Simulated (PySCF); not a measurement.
C4H5BFN, SMILES C1[C@H](C#N)B(C1)F. Atoms are numbered in the order given.

```xyz
12

N      2.7671     0.0848    -0.3998
C      1.6206     0.2268    -0.5056
C      0.1826     0.3637    -0.6077
C     -0.6791    -0.8628    -1.1012
C     -1.8070    -0.6426    -0.0389
B     -0.7636     0.2881     0.6783
F     -0.6004     0.7135     1.9101
H     -0.0690     1.2644    -1.1963
H     -0.1391    -1.8054    -0.9352
H     -0.9821    -0.8112    -2.1567
H     -2.6626    -0.0836    -0.4550
H     -2.1979    -1.5304     0.4797
```
Charge 0, spin multiplicity 1.

Geometry optimised at B3LYP-D3(BJ)/def2-SVP. The structure was generated by enumeration; whether it is a known compound was not checked.

Level of theory: TDDFT-PBE0/def2-SVPD run with PySCF.

Vertical excitations. Gas-phase values at a fixed geometry.

| state | energy (eV) | λ (nm) | f | main pairs |
|---|---|---|---|---|
| S1 | 5.82 | 213 | 0.003 | HOMO→LUMO 91 % |
| S2 | 6.68 | 186 | 0.010 | HOMO−1→LUMO 89 % |
| S3 | 7.01 | 177 | 0.007 | HOMO−2→LUMO 79 % |
| S4 | 7.11 | 174 | 0.009 | HOMO→LUMO+1 54 %, HOMO→LUMO+2 18 %, HOMO→LUMO+3 11 % |
| S5 | 7.66 | 162 | 0.000 | HOMO→LUMO+2 27 %, HOMO−1→LUMO+1 13 %, HOMO−3→LUMO 13 %, HOMO→LUMO+1 10 % |
| S6 | 7.82 | 159 | 0.003 | HOMO→LUMO+1 28 %, HOMO→LUMO+3 21 %, HOMO−1→LUMO+1 14 %, HOMO→LUMO+2 13 % |
| S7 | 7.83 | 158 | 0.002 | HOMO−3→LUMO 59 %, HOMO−1→LUMO+1 9 % |
| S8 | 8.01 | 155 | 0.010 | HOMO−1→LUMO+2 25 %, HOMO−4→LUMO 19 %, HOMO−1→LUMO+3 17 %, HOMO−1→LUMO+5 15 % |
| S9 | 8.12 | 153 | 0.001 | HOMO−4→LUMO 69 % |
| S10 | 8.23 | 151 | 0.010 | HOMO−5→LUMO 82 % |
| T1 | 5.29 | 235 | 0 | HOMO→LUMO 85 % |
| T2 | 5.98 | 207 | 0 | HOMO−2→LUMO 29 %, HOMO−1→LUMO 28 %, HOMO−1→LUMO+2 7 %, HOMO→LUMO+2 7 % |
| T3 | 6.19 | 200 | 0 | HOMO−1→LUMO 16 %, HOMO−1→LUMO+2 13 %, HOMO−2→LUMO 12 %, HOMO−1→LUMO+1 9 % |
| T4 | 6.48 | 191 | 0 | HOMO→LUMO+1 23 %, HOMO→LUMO+3 15 %, HOMO→LUMO+2 12 %, HOMO−2→LUMO 12 % |
Triplets are in the Tamm–Dancoff approximation, which puts them higher than full response would, so one can lie above its singlet here.
